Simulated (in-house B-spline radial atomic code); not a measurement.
How G0W0 and RPA depend on the start: neutral antimony

Configuration [Kr] 4d10 5s2 5p3, highest spin. Computed with an all-electron radial atomic-structure program (B-spline basis): all electrons, non-relativistic, point nucleus, each spin shell either full or empty, empty states to l = 9 with an (l + 1/2)⁻⁴ tail; G0W0 by contour deformation at full frequency.

Without relativity these are model numbers: it shifts the levels of so heavy an element strongly and can reorder them.

```tsv
start	mean-field 5p up (eV)	G0W0 (eV)	QP weight	RPA correlation (Eh)
Hartree-Fock	-9.136	-9.577	0.945	-3.5475
LDA VWN5	-5.585	-8.916	0.811	-3.8852
PBE	-5.533	-8.912	0.797	-3.8785
PBE0	-6.587	-9.186	0.883	-3.7851
r2SCAN	-5.885	-9.094	0.860	-3.8191
HSE06	-6.165	-9.106	0.857	-3.7959
B3LYP (VWN-RPA)	-6.210	-9.116	0.865	-3.8055
SCAN	-5.878	-9.063	0.860	-3.8173
TPSS	-5.632	-8.978	0.815	-3.8601
BHandHLYP	-7.312	?	?	?
CAM-B3LYP	-7.650	?	?	?
LC-wPBE	-9.129	-9.427	0.942	-3.7499
wB97X	-8.585	-9.436	0.937	-3.7337
PBEsol	-5.535	-8.916	0.804	-3.881
BLYP	-5.208	-8.819	0.763	-3.8808
r2SCAN0	-6.827	-9.243	0.900	-3.7468
LDA exchange-only	-4.858	-8.795	0.704	-3.883
```

(1) What G0W0 level, weight and RPA correlation energy follow from the CAM-B3LYP start?

(2) What G0W0 level, weight and RPA correlation energy follow from the BHandHLYP start?

(3) How much of the dependence on the start does G0W0 remove?

## Answers

(1) G0W0 level -9.328 eV, weight 0.919, RPA correlation -3.7587 hartree.

(2) G0W0 level -9.308 eV, weight 0.913, RPA correlation -3.7016 hartree.

(3) The mean-field levels span 4.28 eV and the G0W0 levels 0.782 eV. Against 8.608 eV (NIST, measured) the G0W0 removal energies are off by +0.19 to +0.97 eV, with relativity, Breit and QED terms left out.
